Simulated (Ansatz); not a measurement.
Relaxation of CH₅ClO₂Sn (10 atoms, charge 0, multiplicity 1), to a largest force component of 0.02 eV/Å in at most 40 steps.

Method: RKS B3LYP-D4/def2-SVP (Ansatz).

```xyz
10
Properties=species:S:1:pos:R:3
Sn 0.000 0.000 0.000
C 0.000 0.000 2.150
H -1.000 -0.309 2.521
H 0.768 -0.711 2.521
H 0.232 1.020 2.521
O 1.848 0.000 -0.653
H 2.165 -0.952 -0.769
O -0.923 1.599 -0.653
H -1.881 1.369 -0.875
Cl -1.135 -1.967 -0.802
```

Where does it end, and by what steps?

The forces met the threshold. The force dipped under the threshold on the way, but the program's further checks kept it going. After 31 steps the energy has fallen by 0.259 eV; H7 moved furthest, 0.86 Å.

| step | energy less start (eV) | largest force component (eV/Å) | accepted |
| --- | --- | --- | --- |
| 0 | 0.0000 | 1.977 | yes |
| 2 | -0.1287 | 1.490 | no |
| 4 | -0.1953 | 0.195 | yes |
| 6 | -0.2382 | 0.091 | yes |
| 8 | -0.1503 | 2.391 | no |
| 10 | -0.2497 | 0.051 | yes |
| 12 | -0.2504 | 0.035 | yes |
| 14 | -0.2523 | 0.098 | yes |
| 16 | -0.2537 | 0.143 | yes |
| 18 | -0.2549 | 0.053 | yes |
| 20 | -0.2567 | 0.008 | yes |
| 22 | -0.2571 | 0.051 | yes |
| 24 | -0.2580 | 0.052 | yes |
| 26 | -0.0998 | 2.269 | no |
| 28 | -0.2590 | 0.074 | yes |
| 30 | -0.2593 | 0.022 | yes |
| 31 | -0.2594 | 0.007 | yes |

```xyz
10
Properties=species:S:1:pos:R:3
Sn -0.043 -0.115 0.185
C -0.016 -0.015 2.319
H -0.728 -0.750 2.715
H 1.002 -0.242 2.662
H -0.308 1.000 2.620
O 1.810 -0.440 -0.439
H 1.891 -0.441 -1.403
O -0.741 1.545 -0.656
H -1.365 1.350 -1.369
Cl -1.430 -1.843 -0.674
```

Run time: 100 s on 2 threads of Arm Neoverse V2 (shared host), peak memory 0.28 GiB.
